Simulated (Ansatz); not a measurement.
Ansatz (a quantum-chemistry and plane-wave program) input (B2PLYP/def2-TZVPD):

Ansatz 0.2 input:
```yaml
crystal:
  periodic: [false, false, false]
  atoms:
    - {symbol: C, position_ang: [2.89565921, 0.21619288, -0.39280114]}
    - {symbol: C, position_ang: [1.57651244, 0.03766919, 0.25905302]}
    - {symbol: O, position_ang: [1.24391179, -0.16650965, 1.36389318]}
    - {symbol: O, position_ang: [0.44371243, 0.14138073, -0.69983363]}
    - {symbol: Ge, position_ang: [-1.42739129, -0.06705040, -0.03988814]}
    - {symbol: H, position_ang: [2.95419302, 1.19968148, -0.86440098]}
    - {symbol: H, position_ang: [3.04449840, -0.54692147, -1.15999463]}
    - {symbol: H, position_ang: [3.66941634, 0.12790499, 0.36526088]}
    - {symbol: H, position_ang: [0.66262573, 0.31024589, -1.63074451]}
    - {symbol: H, position_ang: [-2.09133119, 0.12838458, -1.39751086]}
    - {symbol: H, position_ang: [-1.51485924, 1.08646858, 0.94427892]}
    - {symbol: H, position_ang: [-1.38204548, -1.48229230, 0.50954394]}
basis:
  gaussian:
    orbitals: def2-TZVPD
hamiltonian:
  xc: {name: B2PLYP}
total_charge: 1
magnetization: {spin_polarized: false}
correlation: {electrons: outside_noble_gas}
```

End of the output:

```
integrals: 0.69 GiB planned
1850 factors; integrals over basis functions are off by at most 1.1e-3 eV
0.42 GiB of the device are held for the grids
2.15 GiB of device memory are held for the factors and their scratch space
mean field: 1.98 GiB planned
mean field evaluation 1: about -62762.3951 eV, gradient 7.5e1 eV
mean field evaluation 2: about -62762.4780 eV, gradient 7.5e1 eV
mean field evaluation 4: about -62771.6886 eV, gradient 1.2e1 eV
mean field evaluation 8: about -62771.9493 eV, gradient 2.5e-1 eV
mean field evaluation 16: about -62771.9599 eV, gradient 1.6e-4 eV
mean field -62771.95986552 eV, -2306.8269766954 hartree, gradient 1.1e-6 eV, S^2 0.000000; 0 other end points of the search recorded, 0 dependent functions left out
18 core orbitals not correlated
reference -62771.96004913 eV, -2306.8269834429 hartree; 15, 15 occupied and 238, 238 virtual orbitals, 1850 factors
second order -29.82535006 eV of doubles, -0.00000000 eV of singles
Total energy: -62780.01289365 eV, -2307.1229200204 hartree
```

It need not be the lowest isomer of its formula.
